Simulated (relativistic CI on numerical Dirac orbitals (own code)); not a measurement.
# Radial parameters of Pb LVII

Computed by Dirac-Coulomb-Breit CI, KLI orbitals optimised for each configuration, a model potential for QED, unscaled Slater integrals (own radial code, finite nucleus).

Slater integrals F^k, G^k are unscaled and averaged over j, outside the closed core [Ne]; ζ comes from projecting the Hamiltonian with its Breit term on Σ l·s of the shell.

- 3s²3p⁶3d⁸: F^2(3d,3d) = 668920, F^4(3d,3d) = 431740, ζ(3d) = 358720 cm⁻¹; <r>(3d) = 0.1524, <r^2>(3d) = 0.02696 (bohr units).
- 3s²3p⁵3d⁹: ζ(3p) = 2.8069e+06, F^2(3p,3d) = 582320, G^1(3p,3d) = 623250, G^3(3p,3d) = 414510, ζ(3d) = 356270 cm⁻¹; <r>(3p) = 0.1688, <r^2>(3p) = 0.03312, <r>(3d) = 0.1526, <r^2>(3d) = 0.02702 (bohr units).
- 3s²3p⁴3d¹⁰: F^2(3p,3p) = 576270, ζ(3p) = 2.8058e+06 cm⁻¹; <r>(3p) = 0.169, <r^2>(3p) = 0.03317 (bohr units).

(1) Give the Racah parameters of the d shell in 3s²3p⁶3d⁸.

Averages of the first 10 configurations, taken without configuration mixing, which lowers the lowest level and can move excited configurations by several eV; other configurations of the list can lie among them:

| Configuration | Parity | States | Average energy above the lowest level (eV) |
| --- | --- | --- | --- |
| 3s²3p⁶3d⁸ | even | 45 | 96.4 |
| 3s²3p⁵3d⁹ | odd | 60 | 764.1 |
| 3s²3p⁴3d¹⁰ | even | 15 | 1441.2 |
| 3s3p⁶3d⁹ | even | 20 | 1392.8 |
| 3p⁶3d¹⁰ | even | 1 | 2701.7 |
| 3s3p⁵3d¹⁰ | odd | 12 | 2058.6 |
| 3s²3p⁶3d⁷4s | even | 240 | 2304.2 |
| 3s²3p⁶3d⁷4p | odd | 720 | 2542.6 |
| 3s²3p⁴3d⁹4s | even | 300 | 3627.7 |
| 3s²3p⁶3d⁷4d | even | 1200 | 2795.3 |

Results:

(1) B = F²/49 − 5F⁴/441 = 8756 cm⁻¹ and C = 35F⁴/441 = 34265 cm⁻¹.
